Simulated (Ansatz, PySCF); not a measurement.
System: sodium atom, Na, charge 0, multiplicity 2.

Quantity: ionisation energy to the singlet, in eV. Terms: no spin-orbit coupling; six Cartesian d functions in 6-31G* and its kin unless marked 5d; each state is the SCF solution reached for its charge and spin; non-relativistic; 6-311+G** with 5d, 6d on Na to Ar in Ansatz (a first-principles code); open shells spin-unrestricted; valence correlation only.

Measured values: NIST ASD by pymatgen's periodic table; they hold spin-orbit and core effects. 

Value to compare with, the measured value: 5.14 eV.

```csv
level,program,ionisation energy to the singlet (eV),error
HF/6-31G*,Ansatz,4.96,-0.18
PBE/6-31G*,Ansatz,5.33,0.19
B3LYP/STO-3G,Ansatz,-1.73,-6.87
B3LYP/6-31G*,Ansatz,5.41,0.27
B3LYP/6-311+G**,Ansatz,5.42,0.28
M06-2X/6-31G* (5d),PySCF,5.17,0.03
MP2/6-31G*,Ansatz,4.96,-0.18
B3LYP/def2-TZVPD,Ansatz,5.41,0.27
PBE0/def2-TZVPD,Ansatz,5.28,0.14
wB97X-V/def2-TZVPD,Ansatz,5.12,-0.02
```

Among the 7 habitual levels, B3LYP/STO-3G lies farthest from the measured value (-6.87 eV) and M06-2X/6-31G* (5d) nearest (0.03); 4 of 7 lie above it, and their mean absolute error is 1.14 eV, the median 0.19. One case shows no general order.

The levels are drawn from those run, B3LYP/6-31G* more often than the rest, none by its result; runs whose electronic state is in doubt are left out.
